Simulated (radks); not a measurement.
Results of a calculation; reference values are marked as such.
The lithium anion Li-, [He] 2s2, held by a Watson sphere: a shell of charge +1 at radius R that stands for the Madelung well of a crystal (potential energy -1/R inside, -1/r outside, in hartree with lengths in bohr). Code: a radial shooting solver on a logarithmic mesh with Libxc functionals. Model: scalar-relativistic Kohn-Sham, LDA (Slater exchange, VWN5 correlation), spin-polarised, spherical densities, point nucleus. Response by self-consistent Sternheimer equations with the Hartree and adiabatic LDA kernel, the relativistic mass of each level held fixed and spin-orbit coupling left out. The sphere does not respond.

R (bohr)	e(1s) (eV)	e(2s) (eV)	<r> 2s (bohr)	sum of <r^2> (bohr^2)	X-ray form factor at sin(theta)/lambda = 0.2 1/angstrom	alpha (bohr^3)
2.13	-52.241	-4.526	3.268	26.15	1.744	89.77
2.52	-51.148	-4.344	3.404	28.18	1.722	101.1
2.59	-51.009	-4.309	3.430	28.57	1.718	103.4
3.05	-50.358	-4.073	3.601	31.31	1.704	120.8
3.63	-49.929	-3.774	3.816	35.02	1.699	147.4
